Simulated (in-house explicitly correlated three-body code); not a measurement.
Computed with an exponentially correlated three-body code. Model: two electrons around a point charge, non-relativistic, variational in 260 exponentially correlated functions (energies converged to about 1e-7 hartree, or 1e-8 relative for large Z).

For two electrons in a singlet the Kohn-Sham orbital is the square root of half the density, so the exact Kohn-Sham potential and energy parts follow from the density alone, and exchange is minus half the Hartree energy. The Kohn-Sham level equals minus the binding energy of the second electron.

Command:
```bash
python run_hyl.py task.json out
```
Settings (lengths in bohr, energies in hartree):
```
Z                      3.28
interaction_strength   1
functions              260
states_tried           13
```

Run time, properties included: 14 s on 1 thread of AMD EPYC 9R45 96-Core Processor (Zen 5), on a shared host.

**Converged states only, values per electron or pair.**

Given: nuclear charge 3.28.

```csv
term,mean r (bohr),mean r squared (bohr²),mean inverse r (1/bohr),mean r12 (bohr),mean inverse r12 (1/bohr),mean cosine,mean p1 dot p2 (bohr⁻²),delta r1 (bohr⁻³),delta r12 (bohr⁻³)
1 1S,0.51733,0.36327,2.9679,0.77672,1.7421,-0.040005,0.3257,9.1321,0.74388
2 3S,1.3413,3.0243,1.9557,2.294,0.51547,-0.011854,0.020498,5.9913,-
2 1S,1.4626,3.6874,1.9345,2.5199,0.54014,-0.014247,0.025146,5.9327,0.094684
2 3P,1.2583,2.6992,1.936,2.1464,0.57452,-0.057299,-0.40149,5.5356,-
2 1P,1.3439,3.1193,1.9213,2.2749,0.56326,0.014268,0.33845,5.6293,0.01574
3 3S,?,?,?,?,?,?,?,?,-
3 1S,3.0624,18.383,1.7696,5.6912,0.24597,-0.0044616,0.0074007,5.7064,0.027725
3 3P,2.8704,16.243,1.7698,5.3159,0.25404,-0.015163,-0.10183,5.5949,-
3 1P,2.996,17.78,1.7657,5.5562,0.25197,0.00394,0.097838,5.6192,0.0053222
4 3S,5.0772,53.028,1.7148,9.7121,0.13741,-0.0014942,0.002317,5.6575,-
4 1S,5.3216,58.509,1.7125,10.199,0.13961,-0.0019024,0.0030993,5.6534,0.011571
4 3P,?,?,?,?,?,?,?,?,-
4 1P,5.3069,58.636,1.7109,10.169,0.14202,0.0016108,0.04082,5.6173,0.0023405
```

Q: What belongs in the row 3 3S?

A: mean r (bohr): 2.8803; mean r squared (bohr²): 16.107; mean inverse r (1/bohr): 1.7752; mean r12 (bohr): 5.3312; mean inverse r12 (1/bohr): 0.2401; mean cosine: -0.0035793; mean p1 dot p2 (bohr⁻²): 0.0056892; delta r1 (bohr⁻³): 5.718.

Q: What belongs in the row 4 3P?

A: mean r (bohr): 5.1399; mean r squared (bohr²): 54.886; mean inverse r (1/bohr): 1.7126; mean r12 (bohr): 9.8392; mean inverse r12 (1/bohr): 0.14273; mean cosine: -0.0061276; mean p1 dot p2 (bohr⁻²): -0.040521; delta r1 (bohr⁻³): 5.6076.

**Electric-dipole lines between converged S and P states, rate of the upper state's decay.**

| s state | p state | p minus s (eV) | oscillator strength from s | rate (1/s) |
| --- | --- | --- | --- | --- |
| 1 1S | 2 1P | 77.367 | 0.48886 | 4.2323e+10 |
| 1 1S | 3 1P | 87.024 | 0.11642 | 1.2752e+10 |
| 1 1S | 4 1P | 90.422 | 0.045692 | 5.4036e+09 |
| 2 1S | 2 1P | 1.4935 | 0.18961 | 6.1171e+06 |
| 2 1S | 3 1P | 11.151 | 0.27406 | 4.9294e+08 |
| 2 1S | 4 1P | 14.549 | 0.07613 | 2.3309e+08 |
| 3 1S | 2 1P | -9.2305 | -0.088341 | 3.266e+08 |
| 3 1S | 3 1P | 0.42744 | 0.32461 | 857850 |
| 3 1S | 4 1P | 3.8251 | 0.28515 | 6.0346e+07 |
| 4 1S | 2 1P | -12.878 | -0.01775 | 1.2773e+08 |
| 4 1S | 3 1P | ? | ? | ? |
| 4 1S | 4 1P | 0.17793 | 0.4494 | 205800 |
| 2 3S | 2 3P | 2.5601 | 0.27401 | 2.5976e+07 |
| 2 3S | 3 3P | 13.031 | 0.20947 | 5.1451e+08 |
| 2 3S | 4 3P | 16.627 | 0.062499 | 2.4992e+08 |
| 3 3S | 2 3P | -9.8008 | -0.10639 | 4.4345e+08 |
| 3 3S | 3 3P | 0.67051 | 0.45666 | 2.9696e+06 |
| 3 3S | 4 3P | 4.2663 | 0.2131 | 5.6102e+07 |
| 4 3S | 2 3P | ? | ? | ? |
| 4 3S | 3 3P | -3.326 | -0.2334 | 1.1204e+08 |
| 4 3S | 4 3P | 0.26977 | 0.62695 | 659930 |

Q: What belongs in the row 4 1S 3 1P?

A: p minus s (eV): -3.2197; oscillator strength from s: -0.19239; rate (1/s): 8.6541e+07.

Q: What belongs in the row 4 3S 2 3P?

A: p minus s (eV): -13.797; oscillator strength from s: -0.019967; rate (1/s): 1.6494e+08.

**Exact Kohn-Sham parts of the ground state from its density.**

Computed: total energy -8.86353278 hartree; Kohn-Sham kinetic 8.8231 hartree; Hartree energy 3.6525 hartree; exchange energy -1.8263 hartree; DFT correlation energy -0.043771 hartree; kinetic part of the DFT correlation energy 0.040389 hartree; potential part of the DFT correlation energy -0.08416 hartree; exact minus restricted Hartree-Fock -0.043758 hartree; restricted Hartree-Fock level -95.144 eV; C6 of two such species 0.042464 hartree·bohr⁶.

Q: What is the dipole polarisability?

A: 0.12766 bohr³.

Q: What is the Kohn-Sham level?

A: -94.814 eV.

**Functionals on the exact density and self-consistent, errors are functional minus exact, hybrids only self-consistent, a dash where a self-consistent run leaves the top level unbound.**

| result | exchange error (millihartree) | correlation error (millihartree) | functional driven error (millihartree) | density driven error (millihartree) | self consistent total error (millihartree) | top level plus exact binding (eV) |
| --- | --- | --- | --- | --- | --- | --- |
| TPSS | -4.1305 | -2.3533 | -6.4838 | -0.30353 | -6.7873 | 15.827 |
| HSE06 | - | - | - | - | 17.771 | 12.903 |
| revTPSS | -3.5888 | -5.0198 | -8.6086 | -0.1901 | -8.7987 | 15.542 |
| M06-L | -20.743 | -2.5858 | -23.328 | -2.2793 | -25.608 | 15.132 |
| wB97X | - | - | - | - | -10.738 | 10.373 |
| RPBE | -1.7736 | -1.403 | -3.1766 | -1.2495 | -4.4262 | 16.863 |
| SCAN | -4.5221 | 3.0244 | -1.4977 | -0.29751 | -1.7953 | 15.309 |
| PW91 | ? | ? | ? | ? | ? | ? |
| r2SCAN | -4.5221 | 3.0244 | -1.4977 | -0.29751 | -1.7953 | 15.309 |
| OLYP | 5.0078 | -4.3399 | 0.6679 | -1.4559 | -0.78796 | 16.777 |
| BP86 | 7.6604 | -2.3333 | 5.3271 | -0.73665 | 4.5905 | 16.86 |
| BLYP | 7.6604 | -4.3399 | 3.3205 | -1.4917 | 1.8288 | 16.689 |
| r2SCAN0 | - | - | - | - | -0.50348 | 11.26 |
| AM05 | 197.06 | -77.803 | 119.26 | -1.4302 | 117.83 | 17.97 |
| LDA PW92 | ? | ? | ? | ? | ? | ? |
| B3LYP VWN-RPA | - | - | - | - | -4.2669 | 13 |
| PBEsol | 108.94 | -13.509 | 95.427 | -1.1998 | 94.227 | 17.687 |
| LDA VWN5 | 255.87 | -96.41 | 159.46 | -2.1236 | 157.33 | 18.015 |
| PBE | 29.296 | -1.403 | 27.893 | -1.1625 | 26.731 | 17.028 |
| PBE0 | - | - | - | - | 20.055 | 12.503 |

Q: What belongs in the row PW91?

A: exchange error (millihartree): 23.759; correlation error (millihartree): -7.7253; functional driven error (millihartree): 16.034; density driven error (millihartree): -1.2006; self consistent total error (millihartree): 14.834; top level plus exact binding (eV): 16.82.

Q: What belongs in the row LDA PW92?

A: exchange error (millihartree): 255.87; correlation error (millihartree): -95.71; functional driven error (millihartree): 160.16; density driven error (millihartree): -2.1328; self consistent total error (millihartree): 158.02; top level plus exact binding (eV): 18.025.

The density-driven part is never positive, since each functional's own density lowers its energy. Here it is small beside the functional-driven part (median ratio 0.075), the normal case. The correlation energy of density-functional theory lies 0.013 millihartree below exact minus Hartree-Fock, because the Hartree-Fock density, unlike the exact one, minimises the Hartree-Fock energy.
